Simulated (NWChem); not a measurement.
# C₂H₂F₄; SMILES FC(F)C(F)F

```xyz
8

F      1.0923    -1.3566     0.0691
C      0.0000    -0.6847    -0.3297
F     -1.0923    -1.3567     0.0693
C      0.0000     0.6847     0.3297
F     -1.0923     1.3567    -0.0693
F      1.0923     1.3566    -0.0691
H     -0.0002    -0.5952    -1.4306
H     -0.0002     0.5952     1.4306
```
Atoms are numbered in this order, from 1.

All runs: NWChem. Pople sets run with spherical d functions. Geometry: optimised at PBE0/def2-SVP. Level B3LYP/6-31G*: energy and gradient on several grids; changes count from the extra-fine grid, which is no exact limit either.

**Question.** Which is the coarsest grid (fine; coarse; medium; xcoarse; xfine) from which on the energy stays within 500 μHa and each gradient component within 500 μHa/bohr of xfine?

**Answer.** coarse.
| grid | size of the energy change (μHa) | largest change of a gradient component (μHa/bohr) | time, medium = 1 (rough) |
|---|---|---|---|
| xcoarse | 6000 | 2000 | about 1 |
| coarse | < 10 | 200 | about 1 |
| medium | < 10 | < 30 | about 1 |
| fine | < 10 | < 30 | about 1 |
| xfine | < 10 | < 30 | 2 |
